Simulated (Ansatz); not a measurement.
A run for Ansatz (a first-principles code): R-CCSD(T)/aug-cc-pV(D+d)Z on C2H7Cl (a complex), monomers drawn apart or pushed together. Files ending in .json are basis or fitting sets from the Basis Set Exchange.

Ansatz 0.2 input:
```yaml
crystal:
  periodic: [false, false, false]
  atoms:
    - {symbol: C, position_ang: [0.08600622, 0.02345544, -0.02055014]}
    - {symbol: H, position_ang: [1.15752366, -0.17339939, 0.00099563]}
    - {symbol: H, position_ang: [-0.19272529, 0.62391864, 0.84378367]}
    - {symbol: H, position_ang: [-0.16274502, 0.56100141, -0.93448626]}
    - {symbol: H, position_ang: [-0.45702659, -0.92108159, 0.00033043]}
    - {symbol: C, position_ang: [0.81955702, -0.82991444, 3.91467366]}
    - {symbol: Cl, position_ang: [-0.08249353, 0.65898161, 4.35108054]}
    - {symbol: H, position_ang: [1.73496239, -0.53797888, 3.40938820]}
    - {symbol: H, position_ang: [1.04189723, -1.37284152, 4.82824454]}
    - {symbol: H, position_ang: [0.19593497, -1.42551999, 3.25552006]}
basis:
  gaussian:
    orbitals: aug-cc-pV_D+d_Z.json
magnetization: {spin_polarized: false}
correlation: {method: ccsd_t, electrons: outside_noble_gas}
scf: {lower_state_search: off}
```

It printed:

```
WARN ansatz: RAYON_NUM_THREADS=1 ignored (pool sized by the plan → 1); use --threads N
Functional definition: HF
these checks for a lower state are left out or cut short: stability, starts, cluster_reference, orbital_swaps, neighbouring_geometries, increment
integrals: 0.35 GiB planned
1361 factors; integrals over basis functions are off by at most 1.1e-3 eV
mean field: 0.41 GiB planned
mean field evaluation 1: about -14673.6234 eV, gradient 2.8e1 eV
mean field evaluation 2: about -14673.6453 eV, gradient 2.8e1 eV
mean field evaluation 4: about -14675.7281 eV, gradient 2.3e0 eV
mean field evaluation 8: about -14675.7509 eV, gradient 1.4e-1 eV
mean field -14675.75094951 eV, -539.3238998133 hartree, gradient 9.2e-7 eV, S^2 0.000000; 0 other end points of the search recorded, 0 dependent functions left out
7 core orbitals not correlated
reference -14675.75094951 eV, -539.3238998133 hartree; 11, 11 occupied and 123, 123 virtual orbitals, 1361 factors
second order -12.95062006 eV of doubles, -0.00000000 eV of singles
coupled cluster: 0.95 GiB planned
cycle   1  -14.01946580 eV  change    -1.1e0 eV  update   7.2e-2
cycle   2  -14.38928092 eV  change   -3.7e-1 eV  update   2.1e-2
cycle   3  -14.43123685 eV  change   -4.2e-2 eV  update   6.5e-3
cycle   4  -14.43164100 eV  change   -4.0e-4 eV  update   1.6e-3
cycle   5  -14.43158676 eV  change    5.4e-5 eV  update   4.3e-4
cycle   6  -14.43165387 eV  change   -6.7e-5 eV  update   1.3e-4
cycle   7  -14.43169983 eV  change   -4.6e-5 eV  update   3.9e-5
cycle   8  -14.43171673 eV  change   -1.7e-5 eV  update   1.2e-5
perturbative correction -0.39980777 eV, -0.0146926644 hartree
Total energy: -14690.58247401 eV, -539.8689482854 hartree
Checks for a lower state left out: stability, starts, cluster_reference, orbital_swaps, neighbouring_geometries, increment
```

The calculation finished and met its thresholds.

Cost: roughly 26 core-seconds.
